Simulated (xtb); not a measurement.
disilicic acid (H₆O₇Si₂), SMILES O[Si](O[Si](O)(O)O)(O)O. All values are semi-empirical tight-binding results from xtb (GFN2-xTB unless named), good for trends rather than for accurate numbers. The structure is a stationary point at GFN2-xTB. Other conformers were not sampled.

Optimised geometry:

Bond lengths (Å): O1–Si2 1.618, O1–H10 0.953, Si2–O3 1.614, Si2–O4 1.616, Si2–O5 1.641, O3–H11 0.957, O4–H12 0.953, O5–Si6 1.612, Si6–O7 1.626, Si6–O8 1.630, Si6–O9 1.619, O7–H13 0.953, O8–H14 0.954, O9–H15 0.953. Angles (°): Si2–O1–H10 118.9, O1–Si2–O3 111.2, O1–Si2–O4 108.1, O1–Si2–O5 107.4, O3–Si2–O4 109.8, O3–Si2–O5 109.3, O4–Si2–O5 110.9, Si2–O3–H11 115.6, Si2–O4–H12 119.0, Si2–O5–Si6 132.1, O5–Si6–O7 107.9, O5–Si6–O8 107.0, O5–Si6–O9 114.5, O7–Si6–O8 113.8, O7–Si6–O9 107.4, O8–Si6–O9 106.5, Si6–O7–H13 119.0, Si6–O8–H14 117.3, Si6–O9–H15 118.7.
Charge 0, spin multiplicity 1.

| Item | Value |
|---|---|
| orbital gap | 9.78 eV |
| dipole moment | 2.53 D |
| zero-point energy | 55.7 kcal/mol |
| G − E(el) at 298.15 K (modified RRHO) | 31.2 kcal/mol |
| static polarisability (D4 model) | 95.0 bohr³ |
| solvation energy, GFN2-xTB/ALPB(water) | -22.9 kcal/mol |
| solvation energy, GFN2-xTB/ALPB(ether) | -20.2 kcal/mol |

Computed atomic charges and the Wiberg bond orders between heavy atoms:
charges (e) O1 -0.48, Si2 0.71, O3 -0.47, O4 -0.47, O5 -0.48, Si6 0.72, O7 -0.49, O8 -0.50, O9 -0.48, H10 0.32, H11 0.33, H12 0.32, H13 0.32, H14 0.32, H15 0.32. Bond orders O1–Si2 1.13, Si2–O3 1.17, Si2–O4 1.16, Si2–O5 0.95, O5–Si6 1.06, Si6–O7 1.11, Si6–O8 1.10, Si6–O9 1.14.
